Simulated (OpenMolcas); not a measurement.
Cu6+: CASPT2 settings compared

```json
{"Program": "OpenMolcas", "Basis": "ANO-R3 [7s5p5d3f2g1h]", "Scalar Hamiltonian": "X2C, finite nucleus", "Active space": "5 electrons in 5 orbitals (3d)", "State averaging": "2S+1 = 6 even, 1 root; 2S+1 = 4 even, 24 roots; 2S+1 = 2 even, 75 roots", "Spin-orbit coupling": "state interaction with AMFI integrals over the reference wave functions, term energies averaged over their components"}
```

Methods on the same reference wave functions:
A. CASSCF
B. SS-CASPT2, IPEA 0.5 Eh, sigma2 regulariser 0.2 Eh (closed shells correlated: 2s 2p 3s 3p)
C. SS-CASPT2, IPEA 0.6 Eh, imaginary shift 0.15 Eh (closed shells correlated: none)
D. MS-CASPT2, IPEA 0.5 Eh, sigma2 regulariser 0.2 Eh (closed shells correlated: 2s 2p 3s 3p)
E. XMS-CASPT2, IPEA 0.6 Eh, sigma1 regulariser 0.4 Eh (closed shells correlated: 3s 3p)

Energies in cm-1 above 3d5 6S 5/2, the measured ground level; measured values from the list in Gamrath, thesis, University of Mons (2023).

| Level | A | B | C | D | E | Measured |
| --- | --- | --- | --- | --- | --- | --- |
| 3d5 6S 5/2 | 0.0 | 0.0 | 0.0 | 0.0 | 0.0 | 0.0 |
| 3d5 4G 5/2 | 51670 | 47520 | 49220 | 47520 | 47440 |  |
| 3d5 4G 7/2 | 51777 | 47650 | 49340 | 47650 | 47570 |  |
| 3d5 4G 11/2 | 51805 | 47690 | 49380 | 47690 | 47610 |  |
| 3d5 4G 9/2 | 51840 | 47720 | 49410 | 47720 | 47640 |  |
| 3d5 4P 5/2 | 59191 | 52230 | 54200 | 52230 | 51880 | 50732 |
| 3d5 4P 3/2 | 59477 | 52530 | 54470 | 52530 | 52170 | 51067 |
| 3d5 4P 1/2 | 59826 | 52900 | 54780 | 52900 | 52510 | 51407 |
| 3d5 4D 7/2 | 64182 | 56920 | 59910 | 56920 | 57090 | 55742 |
| 3d5 4D 1/2 | 64526 | 57290 | 60240 | 57290 | 57440 | 56210 |
| 3d5 4D 3/2 | 64794 | 57570 | 60460 | 57570 | 57680 | 56428 |
| 3d5 4D 5/2 | 64845 | 57620 | 60490 | 57620 | 57720 | 56427 |
| 3d5 2I 11/2 | 73722 | 69630 | 71380 | 69630 | 69620 | 67757 |
| 3d5 2I 13/2 | 73977 | 69940 | 71680 | 69940 | 69930 | 67918 |
| 3d5 2D 5/2(1) [61 %] | 82015 | 73130 | 76060 | 73130 | 72970 |  |
| 3d5 2D 3/2(1) | 83533 | 74460 | 77520 | 74460 | 74290 | 72227 |
| 3d5 2F 7/2(1) | 85545 | 77030 | 79610 | 77030 | 76710 | 74408 |
| 3d5 4F 9/2 | 86396 | 77790 | 80300 | 77790 | 77860 | 75930 |
| 3d5 4F 5/2 | 86596 | 77990 | 80480 | 77990 | 77940 | 76019 |
| 3d5 4F 7/2 | 86702 | 78100 | 80600 | 78100 | 78200 | 76349 |
| 3d5 4F 3/2 | 87370 | 78680 | 81240 | 78680 | 78700 | 76886 |
| 3d5 2H 9/2 [66 %] | 90366 | 83130 | 85390 | 83130 | 83130 | 80717 |
| 3d5 2H 11/2 | 91291 | 84530 | 86390 | 84530 | 84370 | 81954 |
| 3d5 2G 7/2(1) | 93606 | 84980 | 88560 | 84980 | 85380 | 82746 |

Deviations, from unrounded energies. A percentage is the sum of absolute deviations over the sum of measured energies, with the sign that they share, or ± where signs differ.

```json
{"Against measurement": "mean absolute deviation (cm-1)", "Levels": "18", "A": "9200", "B": "1800", "C": "4300", "D": "1800", "E": "1800"}
{"Against measurement": "other terms of the ground configuration (%)", "Levels": "18", "A": "+13.6", "B": "+2.7", "C": "+6.3", "D": "+2.7", "E": "+2.6"}
```

B, D, E lie about equally close to measurement and A furthest from it. The largest miss of E in the table is 3d5 2G 7/2(1), by +2600 cm-1. The ranking rests on the paired levels alone, and a cruder setting can come out closer through cancelling errors.

Among B to E the level of the table that moves most is 3d5 2G 7/2(1), by 3600 cm-1 (lowest in B, highest in C). Moves below CASPT2's spread within the term are not significant.

The two smallest mean deviations differ by little beside CASPT2's spread within terms, so their order carries little weight.

From A to B the spin-free energies of the other terms of 3d5 shown, above 6S, scale by factors of 0.88 to 0.95, as is usual when dynamic correlation screens the repulsion within a d or f shell.

The lowest spin-free term lies below A's lowest term by 0.604 hartree in B, 0.073 hartree in C, 0.604 hartree in D, 0.464 hartree in E.

CASPT2 breaks the degeneracy within a term, and the mean is taken; among the terms shown or strongly mixed into the levels shown the widest spread is 1200 cm-1 (3d5 4F, E). Without dynamic correlation excited terms often stand tens of per cent too high (terms of higher spin than the ground term too low), and those without a measured partner can miss by more than the paired ones (holds for A). Some levels mix across a computed gap that differs much from the measured one, so their mixing is not that of the real levels (holds for A; B; C; D). Blocks of more than 70 roots (2S+1 = 2 even) ran without multistate coupling (holds for D). Measured partners are found by configuration, term and J. A level has none where our copy of the source lacks it or the pairing is in doubt (some pairs that miss far off the trend of their configuration count as doubtful), and it then counts in no deviation. Levels of configurations outside the active space are missing. The table leaves out levels that lie high or whose names do not pair safely across all columns.

A share in square brackets marks a mixed level and gives the weight of the term that names it, the lowest over the columns. A number in round brackets counts repeated terms of one configuration in the order of the reference energies.
